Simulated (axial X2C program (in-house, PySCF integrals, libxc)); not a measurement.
Worked dissociation energy of MnH: CCSD, with spin–orbit coupling

Computed with an axial X2C code built on PySCF integrals. Two-component (2c) means X2C with spin–orbit coupling and atomic mean-field two-electron Coulomb and Gaunt terms. Basis: Mn dyall-cv3z [9s10p6d3f2g], H dyall-v3z [6s2p1d] (cores contracted in-house); Gaussian nuclei, density fitting, unrestricted open shells. Masses: Mn 54.938 u, H 1.008 u.

Molecular state: Ω = 3 (⟨Sz⟩ = 3.00, ⟨Lz⟩ = 0.00 at HF).

Correlated methods: 8 electrons correlated (number of frozen shells: Mn 3 s, 2 p; H none), 194 virtual spin orbitals or spinors in MP2, 82 natural virtuals in coupled cluster.

| Item | Value |
| --- | --- |
| E(Mn) (2M_J = 5) | -1157.253243 hartree |
| E(H) (2M_J = 1) | -0.500004 hartree |
| E(MnH) at Re | -1157.815006 hartree |
| ωe | 1560.2 cm⁻¹ |
| ωexe | 26.7 cm⁻¹ |

Question: Work out De and D0.

Answer: De = -1157.253243 + (-0.500004) − (-1157.815006) = 0.06176 hartree = 1.681 eV. The zero-point energy is ωe/2 − ωexe/4 = 773 cm⁻¹ = 0.096 eV, so D0 = 1.585 eV.

The state is a single determinant with fixed occupations, the lowest that a limited PBE0 search found. Dissociation energies refer to the lowest single-determinant-based atoms at the same level and basis. CCSD ran in a truncated set of natural virtual spinors with an MP2 remainder; without triples it tends to underbind. Other states lie close and PBE0, whose exact exchange favours high spin, may order them wrongly; the determinant shown need not be the ground state. The nearest other 2c determinant of the search, Ω = 2, lies 0.29 eV up at the distance of the search. With several unpaired electrons one determinant need not be a pure state. Open-shell Ω = 0 determinants with evenly filled partner blocks cannot be reached by this program, so the Ω shown need not be the lowest component.

Each atomic determinant is the lowest at this level and need not be a pure J level. Totals compare only within one Hamiltonian and basis.
